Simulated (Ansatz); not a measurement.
Two isomers of CH7FOSi2: A = `C[SiH](F)[SiH2]O`, B = `CO[SiH](F)[SiH3]`.

Gas-phase electronic energies from Ansatz, PBE0-D4/def2-TZVP geometries. CCSD(T)/CBS adds triple-zeta CCSD(T) − MP2 to the extrapolated MP2 energy (def2 sets, frozen cores). DFT in def2-TZVPP. Each species was taken in one conformer, which may not be the lowest.

A:

Z-matrix (Å, degrees):
```
C
Si 1 1.860
H 1 1.094 2 109.9
H 1 1.093 2 110.9 3 119.5
H 1 1.092 2 111.2 3 -119.6
F 2 1.616 1 108.3 3 -176.2
Si 2 2.354 1 113.0 3 65.5
H 2 1.491 1 110.1 3 -59.7
O 7 1.656 2 111.2 1 60.6
H 7 1.493 2 109.9 1 -175.6
H 7 1.486 2 110.3 1 -56.2
H 9 0.958 7 117.0 2 60.4
```

B:

Z-matrix (Å, degrees):
```
C
O 1 1.413
H 1 1.093 2 110.6
H 1 1.096 2 111.5 3 121.2
H 1 1.091 2 108.3 3 -119.2
Si 2 1.629 1 125.1 3 -83.2
Si 6 2.338 2 106.9 1 -171.3
F 6 1.605 2 110.5 1 69.8
H 6 1.490 2 109.5 1 -45.4
H 7 1.487 6 109.9 2 -177.2
H 7 1.486 6 110.3 2 -56.8
H 7 1.487 6 109.4 2 63.6
```

(1) Which isomer does CCSD(T)/CBS put lower? Give the gap. (Estimate.)

(2) Give E(B) − E(A) in kJ/mol with CCSD(T)/def2-TZVPP, r2SCAN-D4, LDA (SPW92), CCSD/def2-TZVPP, CCSD(T)/def2-SVP, HF/def2-TZVPP, ωB97M-V. (Best estimate.)

(3) Does the order hold for the free energy at 298.15 K (harmonic terms from PBE0-D4)? (Best estimate.)

Largest T1 diagnostic: 0.012.

## Answers

(1) The calculation gave: A, by 70.3 kJ/mol.

(2) The calculation gave: CCSD(T)/def2-TZVPP 65.7, r2SCAN-D4 70.4, LDA (SPW92) 65.9, CCSD/def2-TZVPP 65.1, CCSD(T)/def2-SVP 45.6, HF/def2-TZVPP 55.2, ωB97M-V 68.8. None reverses the order clearly.

(3) Ansatz gave: Yes: G(B) − G(A) = +68.8 kJ/mol, for one conformer each. Modes under 60 cm⁻¹, often nearly free rotors, make the harmonic entropy too high.

At CCSD(T), def2-SVP lies −24.7 kJ/mol from the extrapolated value and def2-TZVPP −4.7 kJ/mol. Leaving LDA and LC-ωPBE aside and taking each functional with its dispersion term where it has one, the values, not all of them listed here, spread over 8.4 kJ/mol, from BLYP-D4 to PBE-QIDH.
